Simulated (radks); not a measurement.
Values are calculated unless marked as measured or tabulated.
Te3+, 49 electrons, occupied as [Kr] 4d10 5s2 5p1. Level of theory: Dirac Kohn-Sham, XLYP, spin-unpolarised, spherical densities, point nucleus; open shells fill j = l - 1/2 first (a radial shooting solver on a logarithmic mesh with Libxc functionals).

Normalised radial functions P(r) = r R(r) (large component), r in bohr:

r           4d5/2
0.001308   0.0000
0.001758   0.0000
0.002383   0.0000
0.003204   0.0001
0.004342   0.0001
0.005884   0.0003
0.007911   0.0008
0.01072    0.0019
0.01441    0.0043
0.01954    0.0097
0.02627    0.0210
0.0356     0.0446
0.04824    0.0900
0.06486    0.1670
0.0879     0.2887
0.1182     0.4384
0.1602     0.5714
0.2171     0.5773
0.2919     0.3484
0.3955    -0.1452
0.5318    -0.7101
0.7207    -1.0771
0.9768    -1.0410
1.313     -0.7240
1.78      -0.3582
2.393     -0.1238
3.243     -0.0251
4.36      -0.0028
5.909     -0.0001
8.008     0.0000
10.77     0.0000

4d5/2: eigenvalue -71.303 eV, 1 radial node at r = 0.366 bohr, <r> = 0.970 bohr, 90 % of the charge inside 1.48 bohr.
